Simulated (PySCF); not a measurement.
An unknown shows these calculated signals:

¹H NMR (600 MHz, computed): δ 8.07 (m, 2H), 7.85 (m, 1H), 7.83 (m, 2H).

¹³C{¹H} NMR (computed): δ 137.6 (C), 137.3 (CH), 134.3 (CH), 133.9 (C), 132.2 (CH).

PySCF 2.14.0 with density-fitted response routines calculation with geometry: GFN2-xTB and NMR shieldings at PBE0/pcSseg-1/GIAO; non-relativistic Hamiltonian, no solvent, one conformer, averaged over atoms made equivalent by symmetry, fast rotation or ring inversion.

References, each an isolated molecule treated in the same way: TMS for ¹H (σref 31.72), ¹³C (σref 186.93).

Question: Which of these does the molecule contain: an N-methyl group, a heteroaromatic ring, a benzene ring, an ester, a CF3 group?

Answer: 
- An N-methyl group: no.
- A heteroaromatic ring: no.
- A benzene ring: yes.
- An ester: no.
- A CF3 group: yes (δC 133.9).

The data belong to `c1c(C(F)(F)F)cccc1`, C7H5F3; they needn't prove each group on their own.

Carbon signals by region: 5 in the sp2 and nitrile region (100–160 ppm).

Splittings by ¹⁹F in the carbon and heteronuclear signals aren't shown, as no couplings were computed. Shifts are as computed. Against solution values, carbons near 30 ppm lie about +3 ppm off and those near 130 ppm about +5 ppm. Of 1211 compounds with measured shifts, 218 miss one by over three times the rms of a fit or turn the order of signals round; such compounds aren't used in these exercises. Multiplicities follow the n + 1 count of equivalent neighbours, as no J values were calculated; m marks all less simple cases, F and P coupling included.
